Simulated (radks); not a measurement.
Results of a calculation; reference values are marked as such.
Valence configurations of the krypton ion Kr+ (all share [Ar]). Code: a radial shooting solver on a logarithmic mesh with Libxc functionals. Model: Dirac Kohn-Sham, BLYP, spin-unpolarised, spherical densities, point nucleus; open shells fill j = l - 1/2 first. Energies are relative to 3d10 4s2 4p5; eigenvalues in eV.

valence,E (eV),e(3d3/2),e(3d5/2),e(4p1/2),e(4p3/2),e(4s1/2)
3d10 4s2 4p5,0.000,-93.850,-92.545,-19.841,-19.117,-33.804
3d9 4s2 4p6,79.303,-107.57,-106.20,-21.764,-20.940,-36.529
3d10 4s1 4p6,14.776,-95.425,-94.119,-20.516,-19.771,-34.634
3d9.5 4s1.5 4p6,45.766,-101.42,-100.08,-21.135,-20.351,-35.580

NIST lists [Ar] 3d10 4s2 4p5 as the ground configuration; this level of theory agrees among the configurations tried. The energies are those of spherical spin-averaged densities, not of single terms.
